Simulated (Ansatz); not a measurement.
Ansatz (a first-principles code) input (CCSD(T)/aug-cc-pVDZ):

Ansatz 0.2 input:
```yaml
crystal:
  periodic: [false, false, false]
  atoms:
    - {symbol: Ge, position_ang: [-0.00564895, 0.00110658, 0.44929983]}
    - {symbol: F, position_ang: [0.70485134, 1.19282022, -0.79296222]}
    - {symbol: F, position_ang: [-0.68476618, -1.19675475, -0.80454829]}
basis:
  gaussian:
    orbitals: aug-cc-pVDZ
total_charge: -1
magnetization: {spin_polarized: true, initial_magnetization: 1}
correlation: {method: ccsd_t, electrons: outside_noble_gas}
output: {forces: true}
```

Output:

```
Functional definition: HF
integrals: 0.12 GiB planned
828 factors; integrals over basis functions are off by at most 4.5e-4 eV
mean field: 0.38 GiB planned
mean field evaluation 1: about -61886.7507 eV, gradient 1.0e1 eV
mean field evaluation 2: about -61886.7755 eV, gradient 1.0e1 eV
mean field evaluation 4: about -61887.7547 eV, gradient 1.6e0 eV
mean field evaluation 8: about -61887.8687 eV, gradient 1.7e-1 eV
mean field evaluation 16: about -61887.7265 eV, gradient 1.6e0 eV
mean field evaluation 32: about -61887.8670 eV, gradient 3.2e-1 eV
mean field evaluation 64: about -61885.9133 eV, gradient 1.0e-1 eV
mean field evaluation 96: about -61885.0575 eV, gradient 3.4e-3 eV
mean field -61887.86981338 eV, -2274.3372665370 hartree, gradient 6.3e-6 eV, S^2 0.771733; 3 other end points of the search recorded, 0 dependent functions left out
determinant -61887.86981338 eV, -2274.3372665370 hartree, with singles and doubles -61901.85417966 eV, -2274.8511825188 hartree
determinant -61886.03724750 eV, -2274.2699209828 hartree, with singles and doubles -61900.22795716 eV, -2274.7914199441 hartree
determinant -61885.91484251 eV, -2274.2654226824 hartree, with singles and doubles -61900.01208862 eV, -2274.7834869215 hartree
16 core orbitals not correlated
reference -61887.86981338 eV, -2274.3372665370 hartree; 10, 9 occupied and 56, 57 virtual orbitals, 828 factors
densities: 0.50 GiB planned
second order -13.75070680 eV of doubles, -0.00000000 eV of singles
coupled cluster: 0.37 GiB planned
cycle   1  -13.98653163 eV  change   -2.2e-3 eV  update   1.3e-3
cycle   2  -13.98593742 eV  change    5.9e-4 eV  update   8.7e-4
cycle   3  -13.98580164 eV  change    1.4e-4 eV  update   5.2e-4
cycle   4  -13.98613553 eV  change   -3.3e-4 eV  update   1.2e-4
cycle   5  -13.98632091 eV  change   -1.9e-4 eV  update   5.3e-5
cycle   6  -13.98632884 eV  change   -7.9e-6 eV  update   1.8e-5
cycle   7  -13.98633111 eV  change   -2.3e-6 eV  update   8.8e-6
cycle   8  -13.98633028 eV  change    8.3e-7 eV  update   3.8e-6
cycle   9  -13.98632393 eV  change    6.4e-6 eV  update   1.3e-6
cycle  10  -13.98632328 eV  change    6.5e-7 eV  update   5.5e-7
perturbative correction -0.38861584 eV, -0.0142813687 hartree
the calculation of the forces begins
Total energy: -61902.24475250 eV, -2274.8655358060 hartree
Atom 0 at    -0.005649     0.001107     0.449300 Å, force    -0.000822     0.000161     0.065397 eV/Å
Atom 1 at     0.704851     1.192820    -0.792962 Å, force    -0.006907    -0.012665    -0.032760 eV/Å
Atom 2 at    -0.684766    -1.196755    -0.804548 Å, force     0.007729     0.012504    -0.032638 eV/Å
Dipole moment:    -0.003170     0.000621     0.252102 e Å
```
